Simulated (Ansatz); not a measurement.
Relaxation of ClH₂InO₂ (6 atoms, charge 0, multiplicity 1), to a largest force component of 0.02 eV/Å in at most 40 steps.

Level of theory: Ansatz 0.2.0, RKS B3LYP-D4/def2-SVP.

```xyz
6
Properties=species:S:1:pos:R:3:forces:R:3
In 0.000 0.000 0.000 -0.85 -0.08 -0.50
O 0.000 0.000 1.990 -1.69 -0.56 0.72
H -0.909 -0.281 2.327 1.58 0.58 -0.53
O 1.723 0.000 -0.995 0.67 -1.65 -0.41
H 2.023 -0.952 -1.150 -0.49 1.69 0.24
Cl -2.113 0.000 -1.220 0.77 0.02 0.48
```

Problem. Where does it end, and by what steps?

Solution. The forces met the threshold. After 9 steps the energy has fallen by 0.242 eV; H5 moved furthest, 0.77 Å.

```csv
step,energy less start (eV),largest force component (eV/Å),accepted
0,0.0000,1.692,yes
1,-0.0521,2.234,yes
2,-0.1259,0.281,yes
3,-0.1394,0.229,yes
4,-0.1506,0.216,yes
5,-0.1791,0.478,yes
6,-0.2103,0.368,yes
7,-0.2410,0.053,yes
8,-0.2412,0.031,yes
9,-0.2421,0.004,yes
```

```xyz
6
Properties=species:S:1:pos:R:3
In 0.074 -0.205 0.126
O -0.103 -0.051 2.102
H -1.033 0.035 2.361
O 1.864 -0.403 -0.722
H 1.786 -0.458 -1.686
Cl -1.863 -0.152 -1.229
```

Run time: 38 s on 1 thread of Arm Neoverse V2, on a shared host, peak memory 0.17 GiB.
